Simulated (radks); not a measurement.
Problem. All-electron atom: Eu55+ in [He] 2s2 2p4 (the NIST ground configuration). All-electron calculation, non-relativistic Kohn-Sham, TPSS, spin-polarised, spherical densities, point nucleus; open shells are filled with parallel spins first (spin-orbit coupling, left out, can overturn this in heavy ions); meta-GGA in the generalised Kohn-Sham scheme; relativity is left out, which matters for an element this heavy. Program: a radial shooting solver on a logarithmic mesh with Libxc functionals. Some entries of the table are withheld. Estimate them.

orbital,occ.,eigenvalue (eV),<1/r> (bohr^-1)
1s up,1,-50359.47,62.54
1s down,1,-50332.01,62.56
2s up,1,-11502.03,15.00
2s down,1,-11459.02,14.96
2p up,3,-11255.44,(1)
2p down,1,-11202.52,(2)
3s up,0,-4906.525,6.454
3s down,0,-4895.740,6.442
3p up,0,-4821.393,(3)
3p down,0,-4808.935,(4)

Solution. 
(1) 2p up <1/r> (bohr^-1): 14.95
(2) 2p down <1/r> (bohr^-1): 14.93
(3) 3p up <1/r> (bohr^-1): 6.419
(4) 3p down <1/r> (bohr^-1): 6.409
